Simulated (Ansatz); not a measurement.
Calculated with Ansatz (gas phase, PBE0-D4/def2-TZVP geometries, no zero-point term in ΔE). CBS: MP2 limit from def2 TZ/QZ plus the TZ coupled-cluster correction, frozen cores. This one scheme is used for every species. Functionals use def2-TZVPP. Triplets are unrestricted, without spin–orbit coupling. Elements past krypton have def2 core potentials. For Sn outer-core shells are correlated without core-valence functions, which leaves a few kJ/mol of doubt a bond.

Consider the formal loss of a carbene: `C[CH2][SnH3]` → `[CH3][SnH3]` + `[CH2]` (triplet).

(1) Is it downhill or uphill in electronic energy at CCSD(T)/CBS, and by how much? (An estimate is asked.)

(2) What do these levels give: B2PLYP, revPBE, MP2/def2-SVP, CCSD/def2-SVP, MP2/def2-TZVPP, MP2/def2-QZVPP? (An estimate is asked.)

Largest T1 diagnostic among the species: 0.012.

Results:

(1) Ansatz gave: Uphill: ΔE = +424.4 kJ/mol.

(2) Ansatz gave: B2PLYP 413.1, revPBE 398.3, MP2/def2-SVP 417.7, CCSD/def2-SVP 400.7, MP2/def2-TZVPP 426.0, MP2/def2-QZVPP 432.7 kJ/mol.

At CCSD(T), def2-SVP lies −15.3 kJ/mol from the extrapolated value and def2-TZVPP −11.6 kJ/mol. From PBE to PBE0 (25 % exact exchange), in def2-TZVPP and without D4, ΔE moves by −8.1 kJ/mol.
